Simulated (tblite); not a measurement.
Species: C8H9O (doublet state).
Atom-mapped SMILES: `[CH3:1][C@H:2]([O:3])[C:4]1=[CH:5][C@@H:6]2[CH:7]=[CH:8][C@H:9]12` (hydrogens: H10, H11, H12 on C1; H13 on C2; H14 on C5; H15 on C6; H16 on C7; H17 on C8; H18 on C9)
Bond orders are those of one Lewis drawing.

Computed with GFN2-xTB (tblite), gas phase: L-BFGS steps from a force-field or distance-geometry start until the largest atomic force falls under 0.01 eV/Å.

Step 61: E = -696.1106 eV
```
atom  x, y, z in Å  |  force x, y, z in eV/Å
C1     -2.6403    0.3510    0.0478   -0.049   0.018  -0.009
C2     -1.5259    0.2134   -1.0055   -0.016   0.046  -0.046
O3     -1.8420   -0.4152   -2.1096    0.014   0.022   0.002
C4     -0.1978   -0.1852   -0.3945   -0.011  -0.020   0.006
C5      0.2574   -0.3453    0.8530   -0.002   0.001  -0.008
C6      1.6159   -0.8161    0.3968    0.017  -0.018  -0.011
C7      2.5677    0.3165    0.0772    0.021   0.016  -0.031
C8      2.1216    0.4859   -1.1632   -0.027  -0.006   0.022
C9      1.0889   -0.6132   -1.0601    0.001  -0.015   0.003
H10    -3.5486    0.6925   -0.4466    0.040  -0.012   0.062
H11    -2.8391   -0.6224    0.4895    0.004   0.006   0.004
H12    -2.3604    1.0550    0.8293   -0.002  -0.060  -0.058
H13    -1.2446    1.2667   -1.3056   -0.004  -0.013  -0.018
H14    -0.1553   -0.2035    1.8328    0.026   0.011   0.007
H15     2.0069   -1.7563    0.7663   -0.014   0.023   0.019
H16     3.2908    0.8082    0.6979    0.039   0.004   0.024
H17     2.3446    1.1628   -1.9667   -0.016  -0.022   0.026
H18     1.0513   -1.3883   -1.8151   -0.022   0.019   0.006
```

Step 62: E = -696.1114 eV
```
atom  x, y, z in Å  |  force x, y, z in eV/Å
C1     -2.6409    0.3489    0.0455   -0.017   0.010   0.025
C2     -1.5254    0.2123   -1.0065   -0.009   0.035  -0.023
O3     -1.8398   -0.4112   -2.1136    0.013   0.015   0.003
C4     -0.1983   -0.1871   -0.3931   -0.016  -0.018  -0.009
C5      0.2594   -0.3417    0.8543   -0.015   0.000  -0.010
C6      1.6166   -0.8157    0.3977    0.007  -0.004   0.002
C7      2.5665    0.3179    0.0753    0.047  -0.015  -0.018
C8      2.1181    0.4851   -1.1642   -0.023   0.000   0.023
C9      1.0879   -0.6161   -1.0589   -0.003  -0.007   0.006
H10    -3.5443    0.7034   -0.4460    0.008  -0.004   0.049
H11    -2.8473   -0.6271    0.4771   -0.007  -0.007   0.003
H12    -2.3556    1.0406    0.8364   -0.006  -0.055  -0.074
H13    -1.2438    1.2655   -1.3016    0.009   0.017  -0.029
H14    -0.1502   -0.1939    1.8347    0.024   0.007   0.003
H15     2.0045   -1.7550    0.7725    0.001   0.023   0.010
H16     3.2946    0.8069    0.6925    0.027   0.011   0.025
H17     2.3383    1.1654   -1.9652   -0.019  -0.024   0.008
H18     1.0510   -1.3917   -1.8133   -0.022   0.018   0.006
```

Task: Estimate the geometry and energy of step 63. (The exact step hangs on the optimiser's Hessian estimate; all steps are aligned on step 62, rigid shifts and turns removed.)

Result: E = -696.1120 eV, largest force 0.064 eV/Å
```
atom  x, y, z in Å  |  force x, y, z in eV/Å
C1     -2.6411    0.3468    0.0444   -0.002  -0.012   0.021
C2     -1.5255    0.2121   -1.0077   -0.004   0.016   0.000
O3     -1.8391   -0.4076   -2.1169    0.010   0.005  -0.004
C4     -0.1991   -0.1889   -0.3929   -0.013  -0.008  -0.013
C5      0.2604   -0.3389    0.8545   -0.017  -0.002  -0.009
C6      1.6171   -0.8153    0.3982   -0.003   0.012   0.011
C7      2.5664    0.3188    0.0741    0.052  -0.037   0.000
C8      2.1158    0.4843   -1.1647   -0.010   0.007   0.020
C9      1.0873   -0.6184   -1.0582   -0.006   0.005   0.009
H10    -3.5414    0.7114   -0.4439   -0.014   0.000   0.039
H11    -2.8535   -0.6308    0.4690   -0.010  -0.016  -0.003
H12    -2.3514    1.0286    0.8411    0.000  -0.027  -0.056
H13    -1.2436    1.2650   -1.2997    0.016   0.039  -0.031
H14    -0.1466   -0.1864    1.8353    0.019   0.004   0.001
H15     2.0027   -1.7532    0.7779    0.012   0.016   0.003
H16     3.2969    0.8065    0.6901    0.012   0.010   0.015
H17     2.3354    1.1660   -1.9643   -0.023  -0.023  -0.008
H18     1.0506   -1.3936   -1.8127   -0.019   0.010   0.004
```

The energy changes by -0.0005 eV. The first-order estimate −F·Δx gives -0.0008 eV and the mean of the old and new forces, exact on a quadratic surface, -0.0005 eV. The step makes an angle of 79° with the force vector and moves no atom by more than 0.014 Å.

The cost below is that of the whole relaxation. On one thread, Arm Neoverse V1 (aarch64), shared host, this took 0.8 s.
